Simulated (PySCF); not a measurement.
Computed with ωB97X-D3(BJ)/def2-TZVP // PBE0-D3(BJ)/def2-TZVP (PySCF). Isolated molecules, 0 K electronic values unless said otherwise. One relaxed conformer stands for a flexible species; it need not be the lowest. Delta-SCF ions had no search for a lower state. Excitations are Tamm–Dancoff values on a coarser integration grid. The basis has no diffuse functions, so Rydberg states are missing or too high.

Reference species (SMILES): `SC1SCS1` (H–S–C–S torsion 94°) (neutral, multiplicity 1).

```yaml
vertical ionisation energy (Delta-SCF): 9.11 eV
HOMO–LUMO gap: 10.13 eV
S1–T1 gap (TDA): 0.39 eV
```

After one change: the vertical ionisation energy (Delta-SCF) falls by 0.24 eV; the HOMO–LUMO gap drops by 1.40 eV; the S1–T1 gap (TDA) increases by 0.10 eV.

Task: What was changed between the two runs? The new species is one of these.
A) `S/C=C\SS`
B) `SC=C(S)S`
C) `C=C(S)SS`
D) `S=CCSS`

Result: D, `S=CCSS`
